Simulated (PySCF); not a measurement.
# Adding and removing an electron: CaBe

B97-3; Ca def2-SVP, Be def2-SVP; no relativity (PySCF 2.14). Neutral (UKS): singlet (closed shell), Re = 3.393 Å, ωe = 160 cm⁻¹, De = 0.19 eV, HOMO -4.11 eV, LUMO -1.60 eV.

CaBe⁺ (UKS): doublet (σ ↑), Re = 3.039 Å, ωe = 270 cm⁻¹, De = 0.79 eV to Ca⁺ + Be. The energies at the minima are -692.04953 hartree for CaBe and -691.84258 for CaBe⁺.

Task: Work out the adiabatic ionisation energy, without and with harmonic zero-point energies (1 hartree = 27.2114 eV, 1 eV = 8065.5 cm⁻¹), and the change of the bond length.

Result: At B97-3: 0.20695 hartree = 5.631 eV between the minima; the zero-point term (270.0 − 160.0)/2 cm⁻¹ = +0.007 eV makes it 5.638 eV. Re changes by -35.4 pm against the neutral. Minus the HOMO energy is 4.11 eV, -1.52 eV from the value between the minima; self-interaction puts the Kohn–Sham level too high, less so with exact exchange. The electron leaves a σ orbital, and the shorter bond of the ion fits an antibonding orbital, or a change in how ionic the bond is.

Closed-shell solutions of metal pairs were not tested for spin polarisation, which can lower them a little. Weak bonds: CaBe. Basis-set superposition, not corrected here, can be much of De in a small basis, most of all at correlated wavefunction levels. For an ion De counts to the pair picked by the measured ionisation energies or electron affinities, which need not be the lowest pair at this level. States were picked by a PBE0 search and need not be the measured ground states.
